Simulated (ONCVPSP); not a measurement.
**titanium: variants of one ONCV potential**

Base potential:

Ti, optimised norm-conserving Vanderbilt (ONCV), made with ONCVPSP 4.0.1 (LDA (Perdew-Wang 92), scalar-relativistic). Core [Ne], reference 3s2 3p6 3d2 4s2. Waves: 3s+4s: rc 1.55 bohr, ncon 4, nbas 9, qcut 6.8 1/bohr, 2 projectors; 3p: rc 0.95 bohr, ncon 4, nbas 9, qcut 7.9 1/bohr, 1 projector; 3d: rc 2.55 bohr, ncon 3, nbas 8, qcut 5.5 1/bohr, 2 projectors, debl 0.6 Ha; f scattering state at 0.34 Ha: rc 2.00 bohr, ncon 4, nbas 7, qcut 5.2 1/bohr, 1 projector. Local part: polynomial inside 0.95 bohr (lpopt 3, dvloc0 3 Ha). Core correction: Teter function, fcfact 3.75, rcfact 1.3.

Cutoffs, loose and tight: the cutoffs (Ha) at which the residual kinetic energy of the hardest occupied pseudo-wave falls to 1 and 0.1 mHa per electron. They do not see the model core or the augmentation charge, which bear on the density cutoff. Test errors are all-electron minus pseudo excitation energies from the reference, over the configurations 3s2 3p6 3d2 4s1; 3s2 3p6 3d2 4s0; 3s2 3p6 3d1 4s0; 3s2 3p6 3d2 4s1.5. A dash means not determined; rows that change the core or the reference have their own tests.

```csv
change,outcome,"cutoff, loose","cutoff, tight",bound ghosts,GHOST(+) flags above zero,largest test error (meV)
base,generated,33 Ha,233 Ha,none,none,+397
"f: ncon 3, nbas 6",generated,33 Ha,233 Ha,none,none,+397
d: rc 2.66,generated,33 Ha,233 Ha,none,none,+438
f: qcut 4,generated,33 Ha,233 Ha,none,f,+397
"core correction Teter function, fcfact 3.75, rcfact 1.68",generated,33 Ha,233 Ha,none,none,+397
d: nbas 6,generated,33 Ha,233 Ha,none,none,+386
"core correction Teter function, fcfact 1.9, rcfact 1.3",generated,33 Ha,233 Ha,none,none,+397
s: rc 1.32,generated,33 Ha,233 Ha,none,none,+397
"local potential polynomial inside 0.75 bohr (lpopt 5, dvloc0 0 Ha)",generated,33 Ha,233 Ha,none,"s, f",+400
```

Task: What comes out with this change to the base: fully relativistic?

Result: outcome: generated; cutoff, loose: 33 Ha; cutoff, tight: 235 Ha; bound ghosts: none; GHOST(+) flags above zero: none; largest test error (meV): +400.

Task: What comes out with this change to the base: all radii but the core radius scaled by about 1.32 (s 2.06, p 1.26, d 3.38, f 2.64 bohr); local potential polynomial inside 1.26 bohr (lpopt 3, dvloc0 3 Ha)?

Result: outcome: generated; cutoff, loose: 20 Ha; cutoff, tight: 23 Ha; bound ghosts: none; GHOST(+) flags above zero: none; largest test error (meV): +724.
